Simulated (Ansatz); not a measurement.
P2 (SMILES P#P): geometry of the low-spin state from B3LYP-D3(BJ)/def2-TZVP.
(charge 0, multiplicity 1):
```xyz
2

P      0.000     0.000    -0.945
P      0.000     0.000     0.945
```
The high-spin state stands at its own minimum; R- takes a restricted low-spin state.

Programs: Ansatz (a quantum-chemistry and plane-wave program) with Gaussian orbitals. Each number belongs to the level named beside it.

The gap E(multiplicity 1) − E(multiplicity 3) (kcal/mol) and the share of exact exchange:

```json
[
 {"functional": "R-PBE/def2-TZVPP", "exact exchange (%)": "0", "value": "-55.79"},
 {"functional": "R-PBE0/def2-TZVPP", "exact exchange (%)": "25", "value": "-53.34"},
 {"functional": "R-B3LYP/def2-TZVPP", "exact exchange (%)": "20", "value": "-55.06"},
 {"functional": "R-BHLYP/def2-TZVPP", "exact exchange (%)": "50", "value": "-51.61"},
 {"functional": "R-r2SCAN/def2-TZVPP", "exact exchange (%)": "0", "value": "-53.39"}
]
```

Task: Take the value as linear in the share of exact exchange along PBE and PBE0. Give the slope, say whether the sign turns, and set the other functionals against that line.

Result: 
Slope: (-53.34 − (-55.79))/2.5 = 0.98 kcal/mol for each 10 %. The line keeps its sign from 0 to 100 %. At 50 % it gives -50.9 kcal/mol. From B3LYP to BHLYP the slope is (-51.61 − (-55.06))/3 = 1.15 for each 10 %. BHLYP, at 50 %, lies -0.7 from the PBE line. B3LYP, at 20 %, lies -1.2 from the PBE line. r2SCAN, with none, stands 2.4 from PBE.
